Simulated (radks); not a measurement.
The platinum ion Pt2+, 76 electrons, occupied as [Xe] 4f14 5d8.

Method: Dirac Kohn-Sham, PBE, spin-unpolarised, spherical densities, point nucleus; open shells fill j = l - 1/2 first; computed with a radial shooting solver on a logarithmic mesh with Libxc functionals.

Energy parts (hartree):
total: -18445.7297
kinetic: 21112.8287
electron-nucleus: -46332.1281
Hartree: 7130.1758
exchange-correlation: -356.6062

Orbitals (lengths in bohr, moments of r in powers of bohr; r(max) is where P^2 peaks; r(90%) holds 90 % of the orbital's charge):
orbital,occ.,eigenvalue (hartree),<1/r>,r(90%),r(max),small-component weight
1s1/2,2,-2878.774,94.03,0.0313,0.01061,8.76e-02
2s1/2,2,-505.9472,23.06,0.112,0.06142,2.00e-02
2p1/2,2,-484.8763,23.00,0.0984,0.04532,2.01e-02
2p3/2,4,-421.3280,18.86,0.110,0.05259,1.79e-02
3s1/2,2,-119.4151,8.463,0.274,0.1728,6.66e-03
3p1/2,2,-109.9743,8.373,0.266,0.1614,6.61e-03
3p3/2,4,-96.00455,7.295,0.288,0.1762,5.98e-03
3d3/2,4,-80.31752,7.192,0.261,0.1374,5.86e-03
3d5/2,6,-77.30723,6.945,0.267,0.1415,5.69e-03
4s1/2,2,-26.25905,3.575,0.596,0.3903,2.24e-03
4p1/2,2,-22.25607,3.464,0.607,0.3889,2.15e-03
4p3/2,4,-18.92927,3.090,0.656,0.4194,1.91e-03
4d3/2,4,-12.38215,2.884,0.690,0.4130,1.71e-03
4d5/2,6,-11.76361,2.798,0.706,0.4225,1.65e-03
4f5/2,6,-3.40210,2.408,0.827,0.3828,1.27e-03
4f7/2,8,-3.27517,2.373,0.839,0.3874,1.24e-03
5s1/2,2,-4.49466,1.434,1.36,0.8700,5.52e-04
5p1/2,2,-3.21822,1.307,1.50,0.9219,4.69e-04
5p3/2,4,-2.66698,1.171,1.64,1.002,3.97e-04
5d3/2,4,-0.98010,0.8564,2.35,1.225,2.19e-04
5d5/2,4,-0.92501,0.8246,2.44,1.263,2.04e-04
6s1/2,0,-0.81166,0.5102,3.61,2.197,8.41e-05
6p1/2,0,-0.56613,0.4210,4.35,2.601,5.74e-05
6p3/2,0,-0.51200,0.3850,4.70,2.854,4.94e-05

The highest occupied level is 5d5/2 at -25.171 eV. The density falls to 0.001 e/bohr^3 at r = 3.56 bohr. For comparison, the ionisation energy in NIST's Atomic Spectra Database is 29 eV (theoretical). In exact Kohn-Sham theory the highest level is minus the ionisation energy, but local and semilocal functionals leave it too shallow, through self-interaction and a potential that decays too fast; potentials with the right tail come closer.

Beside tabulated values, note that spin-unpolarised runs miss the spin-polarisation part of the exchange energy of open shells.
